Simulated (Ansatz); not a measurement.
C$_{3}$H$_{10}$AlNO, singlet, at a GFN2-xTB geometry (such geometries of metal compounds can be far from the true shape), atoms displaced at random by about 0.03 Å a coordinate; PBE/STO-3G, gradient (Ansatz, a first-principles code).

Ansatz was given this input:
Ansatz 0.2 input:
```yaml
crystal:
  periodic: [false, false, false]
  atoms:
    - {symbol: Al, position_ang: [-0.54294666, 0.04147832, -0.65191054]}
    - {symbol: H, position_ang: [-1.69638068, 0.51128641, -1.42924686]}
    - {symbol: O, position_ang: [0.21872251, -1.32341631, -1.22030132]}
    - {symbol: C, position_ang: [0.90097375, -2.40916762, -1.69847625]}
    - {symbol: H, position_ang: [0.83455473, -3.26332595, -0.99229816]}
    - {symbol: H, position_ang: [0.39830988, -2.78635966, -2.57119134]}
    - {symbol: H, position_ang: [1.93711695, -2.23174258, -1.96247255]}
    - {symbol: N, position_ang: [-0.17191518, 0.97254186, 0.90109823]}
    - {symbol: C, position_ang: [0.87849032, 0.67533229, 1.84260378]}
    - {symbol: C, position_ang: [-0.96145261, 2.09377228, 1.20847351]}
    - {symbol: H, position_ang: [1.58708185, 1.58365239, 1.88330120]}
    - {symbol: H, position_ang: [0.51583838, 0.50749628, 2.84392409]}
    - {symbol: H, position_ang: [1.41762085, -0.20103642, 1.52554952]}
    - {symbol: H, position_ang: [-1.42341040, 1.95698388, 2.20542909]}
    - {symbol: H, position_ang: [-0.31833256, 2.96485994, 1.21254588]}
    - {symbol: H, position_ang: [-1.72745443, 2.19504631, 0.45823069]}
basis:
  gaussian:
    orbitals: STO-3G
hamiltonian:
  xc: pbe
output: {forces: true}
```

Output, abridged:

```
Functional definition: PBE
590 factors; integrals over basis functions are off by at most 3.7e-5 eV
mean field evaluation 1: about -13226.4316 eV, gradient 3.2e1 eV
mean field evaluation 2: about -13219.5134 eV, gradient 5.9e1 eV
mean field evaluation 4: about -13229.7086 eV, gradient 1.5e0 eV
mean field evaluation 8: about -13229.5683 eV, gradient 2.0e-1 eV
mean field evaluation 16: about -13229.5685 eV, gradient 9.8e-6 eV
mean field -13229.56847124 eV, -486.1776739944 hartree, gradient 9.8e-6 eV, S^2 0.000000; 0 other end points of the search recorded, 0 dependent functions left out
the calculation of the forces begins
reference -13229.56850136 eV, -486.1776751014 hartree; 28, 28 occupied and 16, 16 virtual orbitals, 590 factors
Total energy: -13229.56850136 eV, -486.1776751014 hartree
Atom 0 at    -0.542947     0.041478    -0.651911 Å, force     1.451071    -0.531107     1.280132 eV/Å
Atom 1 at    -1.696381     0.511286    -1.429247 Å, force    -0.619939     0.351301    -0.375496 eV/Å
Atom 2 at     0.218723    -1.323416    -1.220301 Å, force    -1.095283     2.765421     1.380547 eV/Å
Atom 3 at     0.900974    -2.409168    -1.698476 Å, force    -1.080048    -0.261521     1.209119 eV/Å
Atom 4 at     0.834555    -3.263326    -0.992298 Å, force     0.545557    -0.521417     0.520750 eV/Å
Atom 5 at     0.398310    -2.786360    -2.571191 Å, force    -0.560648    -0.834084    -2.046252 eV/Å
Atom 6 at     1.937117    -2.231743    -1.962473 Å, force     1.596378     0.205324    -0.229230 eV/Å
Atom 7 at    -0.171915     0.972542     0.901098 Å, force     0.185286    -4.575254    -4.053846 eV/Å
Atom 8 at     0.878490     0.675332     1.842604 Å, force     1.256922     2.403740    -0.494553 eV/Å
Atom 9 at    -0.961453     2.093772     1.208474 Å, force    -0.549857     0.584075     1.295827 eV/Å
Atom 10 at     1.587082     1.583652     1.883301 Å, force    -0.238034    -1.103019     0.322870 eV/Å
Atom 11 at     0.515838     0.507496     2.843924 Å, force    -0.508425    -0.210983     1.568907 eV/Å
Atom 12 at     1.417621    -0.201036     1.525550 Å, force     0.880952    -1.007068    -0.340476 eV/Å
Atom 13 at    -1.423410     1.956984     2.205429 Å, force    -0.434643     0.568065     0.409152 eV/Å
Atom 14 at    -0.318333     2.964860     1.212546 Å, force     0.252666     1.712197     0.314834 eV/Å
Atom 15 at    -1.727454     2.195046     0.458231 Å, force    -1.081954     0.454329    -0.762285 eV/Å
Dipole moment:     0.098796    -0.076293    -0.019825 e Å
```
